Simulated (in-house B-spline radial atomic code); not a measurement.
Whole-atom quantities along the 57-electron series, configuration [Kr] 4d10 4f9 5s2. Computed with a radial B-spline atomic code at the basis-set limit: non-relativistic Hartree-Fock, average of the configuration, point nuclei.

This level leaves out relativity, spin-orbit splitting included, which matters for heavy ions.

| ion | Z | E/Z² (Eh) | Σ<r²> (bohr²) | n(0)/Z³ (bohr⁻³) | Lamb diamagnetic shielding (ppm) | repulsion over attraction |
| --- | --- | --- | --- | --- | --- | --- |
| Ho10+ | 67 | -2.6814 | 16.088 | 0.71325 | 7487.86 | 0.14824 |
| Er11+ | 68 | -2.6952 | 14.972 | 0.71371 | 7627.28 | 0.14697 |
| Tm12+ | 69 | -2.7087 | 13.993 | 0.71417 | 7766.53 | 0.14568 |
